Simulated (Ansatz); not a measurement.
Reaction (redistribution): `[CH3][Sn]([F])([F])[Cl]` + `O[SiH2]S[SiH2][SiH3]` → `[CH3][Sn]([F])([F])[SiH3]` + `O[SiH2]S[SiH2]Cl`

Computed with Ansatz on PBE0-D4/def2-TZVP structures; ΔE is electronic, products minus reactants. CCSD(T)/CBS is the MP2 limit (def2-TZVPP, def2-QZVPP) plus CCSD(T) − MP2 in def2-TZVPP, frozen cores. DFT in def2-TZVPP. B3LYP here is the variant with VWN-RPA as its local correlation; programs differ in this. def2 core potentials past Kr. For Sn outer-core shells are correlated without core-valence functions, which leaves a few kJ/mol of doubt a bond. One conformer a species, not always the lowest.

`[CH3][Sn]([F])([F])[Cl]`:

Z-matrix (Å, degrees):
```
C
Sn 1 2.106
H 1 1.089 2 108.7
H 1 1.089 2 108.1 3 119.9
H 1 1.089 2 108.7 3 -120.2
F 2 1.903 1 111.7 3 -178.1
F 2 1.903 1 111.7 3 -63.1
Cl 2 2.295 1 117.1 3 59.4
```

`O[SiH2]S[SiH2][SiH3]`:

Z-matrix (Å, degrees):
```
Si
S 1 2.136
O 1 1.639 2 113.4
H 1 1.487 2 107.5 3 -123.0
H 1 1.477 2 107.4 3 116.4
Si 2 2.146 1 96.9 3 87.9
H 3 0.959 1 118.0 2 -57.6
Si 6 2.338 2 110.8 1 85.0
H 6 1.486 2 106.7 1 -154.2
H 6 1.492 2 109.4 1 -37.7
H 8 1.486 6 109.9 2 -58.4
H 8 1.487 6 108.9 2 61.1
H 8 1.489 6 110.7 2 -178.9
```

`[CH3][Sn]([F])([F])[SiH3]`:

Cartesian coordinates in Å:
```
C 1.529 -0.564 1.327
Sn -0.334 0.057 0.533
F -1.620 -1.185 1.246
F -0.764 1.679 1.477
Si -0.995 0.452 -1.915
H 1.421 -0.617 2.411
H 2.304 0.158 1.070
H 1.793 -1.546 0.935
H -0.811 -0.818 -2.662
H -2.412 0.882 -1.947
H -0.110 1.502 -2.477
```

`O[SiH2]S[SiH2]Cl`:

Z-matrix (Å, degrees):
```
Si
S 1 2.145
O 1 1.638 2 112.0
H 1 1.483 2 103.8 3 122.9
H 1 1.478 2 111.1 3 -117.2
Si 2 2.121 1 97.5 3 47.5
H 3 0.959 1 118.5 2 44.2
Cl 6 2.059 2 111.6 1 -83.8
H 6 1.479 2 110.9 1 35.8
H 6 1.477 2 107.5 1 158.9
```

(1) Is it downhill or uphill in electronic energy at CCSD(T)/CBS, and by how much? (Estimate.)

(2) What do these levels give: PBE-D4, PBE0-D4, ωB97M-V, r2SCAN, B3LYP, HF/def2-TZVPP, SCS-MP2/def2-TZVPP, HF/def2-QZVPP, MP2/def2-QZVPP, SCS-MP2/def2-QZVPP, HF/CBS(def2), CCSD/CBS(def2)? (Estimate.)

Largest T1 diagnostic among the species: 0.014.

Results:

(1) Ansatz gave: Downhill: ΔE = -0.43 eV.

(2) Ansatz gave: PBE-D4 -0.41, PBE0-D4 -0.41, ωB97M-V -0.49, r2SCAN -0.43, B3LYP -0.46, HF/def2-TZVPP -0.40, SCS-MP2/def2-TZVPP -0.47, HF/def2-QZVPP -0.38, MP2/def2-QZVPP -0.49, SCS-MP2/def2-QZVPP -0.46, HF/CBS(def2) -0.38, CCSD/CBS(def2) -0.44 eV.
